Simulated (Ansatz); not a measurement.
Dissociation curve of CH (cation, charge +1), singlet.

RKS-PBE = restricted PBE/aug-cc-pVDZ (Ansatz, a first-principles code); UKS-PBE = Ansatz with unrestricted PBE/aug-cc-pVDZ; RKS-PBE0 = restricted PBE0/aug-cc-pVDZ (Ansatz); FCI = full CI/aug-cc-pVDZ, frozen core run with Ansatz.

Energies relative to the lowest point of each curve near equilibrium, in kJ/mol; the last columns give the error against full CI:

```tsv
R / Å	RKS-PBE	UKS-PBE	RKS-PBE0	FCI	RKS-PBE − FCI	UKS-PBE − FCI	RKS-PBE0 − FCI
0.85	233.2	227.3	223.8	222.2	11.0	5.1	1.6
0.91	133.3	128.9	125.3	123.5	9.8	5.4	1.8
0.95	86.8	83.3	79.9	78.1	8.7	5.2	1.7
1.04	24.4	22.6	20.2	19.1	5.3	3.6	1.1
1.09	8.0	7.0	5.5	4.9	3.1	2.1	0.6
1.10	5.9	5.0	3.7	3.2	2.6	1.8	0.5
1.14	0.7	0.3	0.0	0.0	0.7	0.3	0.0
1.18	0.0	0.0	0.8	1.2	-1.2	-1.2	-0.5
1.20	1.0	1.2	2.5	3.2	-2.2	-2.0	-0.7
1.27	10.1	10.7	14.4	15.7	-5.6	-5.0	-1.3
1.34	25.6	26.4	32.7	34.3	-8.7	-8.0	-1.6
1.42	48.2	48.8	58.6	60.0	-11.8	-11.2	-1.4
1.54	87.2	87.0	102.6	102.3	-15.1	-15.3	0.3
1.70	141.9	139.2	163.8	158.5	-16.6	-19.2	5.4
1.87	197.4	190.6	225.9	211.9	-14.5	-21.3	14.1
2.06	252.4	239.3	287.8	260.9	-8.5	-21.6	26.9
2.28	305.0	273.7	347.7	303.6	1.4	-29.8	44.2
2.51	347.7	288.9	397.4	334.3	13.4	-45.4	63.1
2.82	388.7	301.0	446.8	359.2	29.5	-58.2	87.5
3.05	409.4	306.4	473.0	369.5	39.9	-63.1	103.5
3.48	432.6	310.6	504.7	378.7	54.0	-68.1	126.1
3.93	443.0	309.7	521.8	382.0	60.9	-72.3	139.7
4.59	445.3	304.3	530.9	383.6	61.6	-79.3	147.3
```

RKS-PBE is furthest from FCI at 4.59 (61.6 kJ/mol, above); its mean absolute error over the points is 16.8 kJ/mol.

UKS-PBE is furthest from FCI at 4.59 (-79.3 kJ/mol, below); its mean absolute error over the points is 23.7 kJ/mol.

RKS-PBE0 is furthest from FCI at 4.59 (147.3 kJ/mol, above); its mean absolute error over the points is 33.5 kJ/mol.

The restricted form behind RKS-PBE, RKS-PBE0 keeps the bonding electrons paired and can't separate into open-shell fragments. The unrestricted determinant behind UKS-PBE is spin-contaminated at 0.85 to 4.59 Å (<S²> up to 1.0, against 0.00 for a pure singlet).
